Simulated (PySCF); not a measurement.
Isomers of C5H12OSi, one GFN2-xTB conformer each. Single-point energies are computed at PBE0/pcSseg-1 (PySCF, gas phase, no added dispersion term), electronic only.

```csv
SMILES,GFN2-xTB relative energy (kJ/mol)
O[SiH2]C1CCCC1,0.0
C[C@H](C=O)CC[SiH3],215.2
C[SiH2]COC1CC1,271.3
```

Conformers: `[OH:1][SiH2:2][CH:3]1[CH2:4][CH2:5][CH2:6][CH2:7]1` with H–O1–Si2–C3 53°, O1–Si2–C3–C4 57°, Si2–C3–C4–C5 126°, C3–C4–C5–C6 23°, C4–C5–C6–C7 -40°, C5–C6–C7–C3 41°; `[CH3:1][C@H:2]([CH:3]=[O:4])[CH2:5][CH2:6][SiH3:7]` with C1–C2–C3–O4 -117°, C1–C2–C5–C6 -167°, C2–C5–C6–Si7 180°; `[CH3:1][SiH2:2][CH2:3][O:4][CH:5]1[CH2:6][CH2:7]1` with C1–Si2–C3–O4 -64°, Si2–C3–O4–C5 178°, C3–O4–C5–C6 -84°.

Q: What does PBE0/pcSseg-1 give for the same structures?

A: 
| SMILES | PBE0/pcSseg-1 E (Eh) | PBE0/pcSseg-1 (kJ/mol) | GFN2-xTB (kJ/mol) | point group |
| --- | --- | --- | --- | --- |
| O[SiH2]C1CCCC1 | -562.02351 | 0.0 | 0.0 | C1 |
| C[C@H](C=O)CC[SiH3] | -561.96867 | 144.0 | 215.2 | C1 |
| C[SiH2]COC1CC1 | -561.93815 | 224.1 | 271.3 | C1 |

Both levels put the same isomer lowest; measured from each level's own lowest isomer, the values differ by up to 71.2 kJ/mol (C[C@H](C=O)CC[SiH3]: 215.2 against 144.0). As drawn, the lowest has an O–H bond and an Si–O bond, which the highest lacks; the highest has a three-membered ring, which the lowest lacks.

Q: Which frontier levels, dipoles and rotational constants go with these structures?

A: 
```
             SMILES  HOMO (eV, PBE0/pcSseg-1)  LUMO (eV)  dipole (D)       A, B, C (MHz)
     O[SiH2]C1CCCC1                     -7.75       0.76        1.85    4816, 1242, 1079
C[C@H](C=O)CC[SiH3]                     -7.41      -0.69        2.88   3707, 1019, 862.3
     C[SiH2]COC1CC1                     -7.21       1.31        1.17  4802, 975.1, 905.9
```
